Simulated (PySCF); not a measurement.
Bonds (- single, = double, # triple, : aromatic): C1-O2, O2-C3, C3:C4, C4:C5, C5:C6, C6-C7, C6:C8, C8:P9, P9:C3. C1 carries H10, H11, H12; C4 carries H13; C5 carries H14; C7 carries H15, H16, H17; C8 carries H18.

- shieldings: GIAO PBE0/pcSseg-1
- coordinates at the GFN2-xTB level
- program: PySCF
- isolated molecule, a single conformation, non-relativistic, averaged over atoms made equivalent by symmetry, fast rotation or ring inversion

Shifts are taken against calculated references (same method and geometry level): 13C (σ = 186.93 ppm), 1H (σ = 31.72 ppm) vs TMS; 17O (σ = 336.08 ppm) against H2O; 31P (σ = 318.38 ppm) vs H3PO4.

```json
{"atoms": "C5", "nucleus": "13C", "count": "1", "δ (ppm)": "137.8"}
{"atoms": "C7", "nucleus": "13C", "count": "1", "δ (ppm)": "?"}
{"atoms": "C6", "nucleus": "13C", "count": "1", "δ (ppm)": "?"}
{"atoms": "C8", "nucleus": "13C", "count": "1", "δ (ppm)": "159.0"}
{"atoms": "H13", "nucleus": "1H", "count": "1", "δ (ppm)": "7.64"}
{"atoms": "C1", "nucleus": "13C", "count": "1", "δ (ppm)": "59.9"}
{"atoms": "H14", "nucleus": "1H", "count": "1", "δ (ppm)": "7.59"}
{"atoms": "O2", "nucleus": "17O", "count": "1", "δ (ppm)": "153.5"}
{"atoms": "H15/H16/H17", "nucleus": "1H", "count": "3", "δ (ppm)": "2.59"}
{"atoms": "P9", "nucleus": "31P", "count": "1", "δ (ppm)": "?"}
{"atoms": "H10/H11/H12", "nucleus": "1H", "count": "3", "δ (ppm)": "?"}
{"atoms": "C4", "nucleus": "13C", "count": "1", "δ (ppm)": "128.1"}
{"atoms": "H18", "nucleus": "1H", "count": "1", "δ (ppm)": "8.70"}
{"atoms": "C3", "nucleus": "13C", "count": "1", "δ (ppm)": "203.3"}
```

**Question.** Estimate the values marked ?.

**Answer.** 
- C6: 141.3 ppm, substituted aromatic carbon
- C7: 26.9 ppm, methyl carbon on an aromatic ring; saturated and bonded to C and H only
- H10/H11/H12: 4.13 ppm, hydrogen on a methyl carbon bonded to O; its carbon carries O, hence the downfield position
- P9: 148.3 ppm, phosphorus bonded to 2 C, in a 6-membered ring

Shifts are as computed. Against solution values, carbons near 30 ppm lie about +3 ppm off and those near 130 ppm about +5 ppm. Of 1211 compounds with measured shifts, 218 miss one by over three times the rms of a fit or turn the order of signals round; such compounds aren't used in these exercises. Experimental scales use liquid or dissolved standards, which lie at an offset from isolated H2O (liquid H2O: subtract about 36 ppm) and H3PO4.
